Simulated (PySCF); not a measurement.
Species: C5H9BNP.
Numbering: `[PH3+:1][BH2-:2][c:3]1[cH:4][cH:5][cH:6][cH:7][n:8]1` (hydrogens: H9, H10, H11 on P1; H12, H13 on B2; H14 on C4; H15 on C5; H16 on C6; H17 on C7)

Computed with PBE0-D3(BJ)/def2-SVP geometry optimisation, gas phase in PySCF.

Some entries are withheld. Bonds in one row agree within 0.01 Å.

```tsv
coordinate	value
P1–B2	1.949 Å
B2–C3	1.600 Å
C3–C4	?
C4–C5	1.389 Å
C5–C6	?
C6–C7	?
C7–N8	1.332 Å
C3–N8	1.349 Å
P1–H9, P1–H11	1.411 Å
P1–H10	1.420 Å
B2–H12, B2–H13	1.224 Å
C4–H14	1.093 Å
C5–H15	1.094 Å
C6–H16	1.092 Å
C7–H17	1.097 Å
P1–B2–C3	101.8°
B2–C3–C4	?
B2–C3–N8	115.5°
C4–C3–N8	120.1°
C3–C4–C5	119.8°
C4–C5–C6	?
C5–C6–C7	117.9°
C6–C7–N8	123.1°
C3–N8–C7	?
```

Task: Estimate the withheld lengths and angles.

Result: 
- C3–C4 = 1.405 Å, aromatic (substituted aromatic carbon to aromatic CH carbon); 0.06 Å below the sum of covalent radii, 1.46 Å.
- C5–C6 = 1.396 Å, aromatic (both ends aromatic CH carbon); 0.06 Å below the sum of covalent radii, 1.46 Å.
- C6–C7 = 1.391 Å, aromatic (aromatic CH carbon to aromatic CH next to a ring nitrogen); 0.07 Å below the sum of covalent radii, 1.46 Å.
- B2–C3–C4 = 124.4°, at the substituted aromatic carbon; the outer atoms are 2.659 Å apart.
- C4–C5–C6 = 119.1°, at the aromatic CH carbon, inside a 6-membered ring; the outer atoms are 2.400 Å apart.
- C3–N8–C7 = 120.0°, at the pyridine-type nitrogen, inside a 6-membered ring; the outer atoms are 2.322 Å apart.

Radii are Cordero's, carbon taken as 0.76, 0.73 or 0.69 Å for four, three, and two or fewer neighbours.

Whether it is a minimum is left open (no frequencies). One conformer, not necessarily the lowest (P1–B2–C3–C4 180°).
